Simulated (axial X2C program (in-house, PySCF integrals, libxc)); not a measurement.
## Curves of SnSe⁺ by EOM-IP-CCSD

Calculated with an in-house all-electron X2C program for linear molecules (integrals from PySCF): two-component X2C with atomic mean-field Coulomb and Gaunt terms, Gaussian nuclei, basis Sn dyall-cv3z, Se dyall-cv3z with contracted cores.

Energies in eV from the lowest point of the lowest state; states are followed by energy order within each Ω. Reference: SnSe, 20 electrons correlated in 82 virtual spinors with an MP2 remainder; levels at this size can be off by some tenths of an eV. Masses 119.902 and 79.917 u.

| R (Å) | (1)Ω=3/2 | (1)Ω=1/2 | (2)Ω=1/2 |
| --- | --- | --- | --- |
| 2.143 | 1.1785 | 1.0353 | 1.4237 |
| 2.236 | 0.5407 | 0.7211 | 0.7887 |
| 2.329 | 0.1764 | 0.4075 | 0.6462 |
| 2.434 | 0.0012 | 0.2306 | 0.7195 |
| 2.539 | 0.0000 | 0.2283 | 0.9105 |
| 2.678 | 0.1750 | 0.4037 | 1.2684 |

T1 of the reference reaches 0.035 (Lee–Taylor). Curves followed by order can swap character. Number of frozen shells: Sn 4 s, 3 p, 1 d; Se 3 s, 2 p, 1 d. Roots with under 60 % one-particle weight at any point are counted in the labels but not shown, and the list ends where the roots sought for some Ω run out; states that need a further excitation are missing and may lie low or lowest. Curves with a minimum but no constants failed the fit check.
